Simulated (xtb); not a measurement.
C₃H₇S (SMILES C[C](C)S), doublet, at a GFN2-xTB geometry, atoms displaced at random by about 0.1 Å a coordinate. Base run: GFN2-xTB run with xtb.

Input for xtb:
```
$ xtb mol.xyz --gfn 2 --uhf 1 --opt --json

# file mol.xyz
11

C      1.33406378    -0.97985319     0.10509959
C     -0.17801365    -0.39527068     0.14547594
C     -1.24596963    -0.98376468    -0.06480603
S      0.11850814     1.24990365     0.06810918
H      1.41581532    -1.36506441    -0.83478386
H      1.36850970    -1.99590120     0.82375839
H      2.06783128    -0.46592051     0.14397538
H     -2.08380709    -0.51830931     0.46806441
H     -1.57170304    -1.40182963    -0.83908463
H     -1.19670825    -1.98279564     0.72043603
H     -1.40736123     1.54884699     0.15513448
```

The base run was repeated with changes; each row names its change, and settings that it needs were set with it.

| change | ΔE vs base (kJ/mol) | optimiser steps |
|---|---|---|
| base | 0.00 | 14 |
| opt level = crude | 0.62 | 7 |
| engine = inertial | 0.08 | - |
| opt level = loose | 0.08 | 10 |
| opt level = tight | -0.04 | 20 |
| engine = lbfgs | 0.00 | - |
| opt level = extreme | -0.04 | 28 |
| opt level = vtight | -0.04 | 25 |
| opt level = sloppy | 0.16 | 9 |
| alpb = benzene | -17.99 | 14 |
